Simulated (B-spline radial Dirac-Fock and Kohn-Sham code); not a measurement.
Dipole and non-dipole photoemission parameters of Br⁷⁺ 3p3/2

System: bromine as Br⁷⁺ in the configuration [Ar] 3d10; threshold 298.5 eV (orbital energy of the model). Level of theory: Dirac-Hartree-Slater photoionisation with a Latter tail; cross sections with all multipoles, angular parameters from the dipole term and its interference with E2; a radial B-spline solver.

For linearly polarised light dσ/dΩ = σ/(4π) [1 + β P₂(cos θ) + (δ + γ cos²θ) sin θ cos φ], with θ from the polarisation vector and φ the angle between the beam and the projection of the electron momentum on the plane normal to the polarisation.

| hν (eV) | σ (kb) | β | γ | δ |
| --- | --- | --- | --- | --- |
| 344 | 458 | 0.975 | 0.189 | 0.039 |
| 375 | ? | ? | ? | ? |
| 400 | 406 | 1.237 | 0.162 | 0.017 |
| 702 | 192 | 1.584 | -0.020 | 0.001 |
| 825 | 146 | 1.612 | -0.022 | 0.002 |
| 1000 | 103 | 1.627 | 0.007 | 0.004 |
| 1010 | 101 | 1.627 | 0.009 | 0.004 |
| 1130 | 81.1 | 1.628 | 0.041 | 0.005 |
| 1253.6 | 65.6 | 1.624 | 0.079 | 0.006 |
| 1270 | 63.9 | 1.623 | 0.084 | 0.006 |
| 1486.9 | 45.6 | 1.610 | 0.156 | 0.008 |
| 2320 | 16.1 | 1.532 | 0.429 | 0.018 |
| 2440 | 14.2 | 1.520 | 0.464 | 0.020 |
| 3840 | 4.33 | 1.386 | 0.806 | 0.041 |
| 4000 | 3.87 | 1.372 | 0.838 | 0.043 |
| 4320 | 3.13 | 1.345 | 0.899 | 0.049 |
| 5060 | 2.00 | 1.285 | 1.023 | 0.062 |
| 10900 | 0.194 | 0.946 | 1.579 | 0.164 |

Q: Give the values at 375 eV.

A: σ = 430 kb, β = 1.143, γ = 0.183, δ = 0.024.

Values without a named source are computed, but for edge energies of neutral atoms, which are taken from tables.
